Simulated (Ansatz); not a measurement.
`CC[N](C)[Sn]([Cl])([Cl])[Cl]` at its PBE0-D4/def2-TZVP geometry, where that method's forces vanish. The species carries charge 0 and has multiplicity 1. Sn: def2 effective core potential.

```csv
atom,x (Å),y (Å),z (Å)
C1,-1.063,-1.675,0.213
C2,-0.611,-0.643,-0.795
N3,0.525,0.143,-0.341
C4,1.005,1.064,-1.356
Sn5,0.488,0.822,1.543
Cl6,1.068,-0.792,3.077
Cl7,-1.567,1.660,2.214
Cl8,2.044,2.511,1.743
H9,-1.476,-1.213,1.117
H10,-0.240,-2.329,0.505
H11,-1.860,-2.288,-0.211
H12,-1.458,0.000,-1.080
H13,-0.290,-1.152,-1.714
H14,0.228,1.751,-1.720
H15,1.841,1.656,-0.982
H16,1.366,0.484,-2.213
```

Q: For each bond, give half the difference of the two atoms' forces along it (eV/Å; positive pushes the atoms apart) under PBE-D4, r2SCAN-D4, B3LYP-D4, ωB97M-V in def2-TZVPP. (An estimate is asked.)

A: Ansatz gave: 
| bond | length (Å) | PBE-D4 | r2SCAN-D4 | B3LYP-D4 | ωB97M-V |
| --- | --- | --- | --- | --- | --- |
| C1–C2 | 1.512 | -0.03 | 0.07 | 0.17 | 0.18 |
| C1–H9 | 1.096 | 0.10 | -0.03 | -0.09 | -0.07 |
| C1–H11 | 1.091 | 0.09 | -0.03 | -0.09 | -0.08 |
| C2–N3 | 1.454 | 0.02 | 0.12 | 0.12 | 0.19 |
| C2–H12 | 1.102 | 0.10 | -0.06 | -0.10 | -0.11 |
| C2–H13 | 1.098 | 0.15 | -0.03 | -0.12 | -0.16 |
| N3–C4 | 1.452 | 0.00 | 0.14 | 0.15 | 0.27 |
| N3–Sn5 | 2.003 | 0.22 | 0.05 | 0.06 | -0.22 |
| C4–H14 | 1.099 | 0.09 | -0.04 | -0.06 | -0.08 |
| C4–H15 | 1.091 | 0.08 | -0.07 | -0.12 | -0.09 |
| C4–H16 | 1.096 | 0.13 | -0.03 | -0.09 | -0.12 |
| Sn5–Cl6 | 2.301 | 0.19 | 0.06 | 0.17 | -0.02 |
| Sn5–Cl7 | 2.319 | 0.20 | 0.07 | 0.17 | -0.04 |
| Sn5–Cl8 | 2.305 | 0.19 | 0.07 | 0.16 | -0.02 |

B3LYP here is the variant with VWN-RPA as its local correlation; programs differ in this.
